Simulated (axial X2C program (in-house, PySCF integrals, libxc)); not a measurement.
# Spin–orbit effects along a row: molecules with B (ions), PBE0

All values come from calculations with an in-house all-electron X2C program for linear molecules (integrals from PySCF), spin-free (one-electron X2C) or two-component (2c: spin–orbit coupling with atomic mean-field Coulomb and Gaunt terms, which also bring small scalar terms), in Dyall basis sets with cores contracted in-house; open shells are unrestricted.

Basis sets: Ag dyall-cv3z, B dyall-v3z, Cd dyall-cv3z, Nb dyall-cv3z, Pd dyall-cv3z, Rb dyall-cv3z, Sn dyall-cv3z, Sr dyall-cv3z, Te dyall-cv3z, Y dyall-cv3z, Zr dyall-cv3z.

| molecule | spin-free state | Re (Å) | ωe (cm⁻¹) | De (eV) | 2c state | Re 2c (Å) | ωe 2c (cm⁻¹) | De 2c (eV) |
| --- | --- | --- | --- | --- | --- | --- | --- | --- |
| RbB⁺ | M_S = 1/2, Λ = 0 | 3.517 | 128.2 | 0.32 | Ω = 1/2 | 3.517 | 128.3 | 0.32 |
| SrB⁺ | M_S = 1, Λ = 1 | 2.593 | 396.7 | 1.16 | Ω = 2 | 2.594 | 396.5 | 1.15 |
| YB⁺ | M_S = 3/2, Λ = 0 | 2.221 | 549.0 | n/a | Ω = 3/2 | 2.220 | 548.7 | n/a |
| ZrB⁺ | M_S = 2, Λ = 2 | 2.145 | 559.3 | 2.97 | Ω = 4 | 2.144 | 559.2 | n/a |
| NbB⁺ | M_S = 5/2, Λ = 0 | 2.094 | 578.1 | 3.02 | Ω = 5/2 | 2.093 | 577.9 | n/a |
| PdB⁺ | M_S = 0, Λ = 0 | 1.738 | 817.1 | 4.84 | Ω = 0 | 1.738 | 816.2 | n/a |
| AgB⁺ | M_S = 1/2, Λ = 0 | 2.104 | 408.3 | 2.08 | Ω = 1/2 | 2.103 | 408.3 | 2.08 |
| CdB⁺ | M_S = 0, Λ = 0 | 2.508 | 304.9 | 2.08 | Ω = 0 | 2.508 | 304.9 | 2.08 |
| SnB⁺ | M_S = 1, Λ = 1 | 2.380 | 409.5 | 2.05 | Ω = 2 | 2.368 | 422.0 | n/a |
| BTe⁺ | M_S = 1, Λ = 1 | 2.052 | 674.8 | 3.06 | Ω = 2 | 2.058 | 661.4 | 3.03 |

Fragments in 2c: Rb+ + B, Sr+ + B, Y+ + B, Zr+ + B, Nb+ + B, Pd+ + B, Ag+ + B, Cd + B+, Sn+ + B, Te + B+. Each entry is the lowest single determinant of a limited PBE0 search at one distance. De goes to single-determinant-based atoms at the same level (for ions the charge split of lowest energy) and is withheld (n/a) where an atom does not fit its ground term or J level. Main or longest-lived isotopes. One determinant is a doubtful description, or other states lie close, for RbB⁺, SrB⁺, YB⁺, ZrB⁺, NbB⁺, SnB⁺, BTe⁺; these need not be ground states, and all values refer to the states named. Some open-shell Ω = 0 determinants are out of reach, so the Ω given for SrB⁺, ZrB⁺, SnB⁺, BTe⁺ need not be the lowest component. With several unpaired electrons the Ω given is that of one determinant, not necessarily of the lowest component. Some light 2c atoms are not at their ground J level, so De misses part of their lowering (0.04 eV or less). The functionals have no current term, which raises determinants with orbital currents.
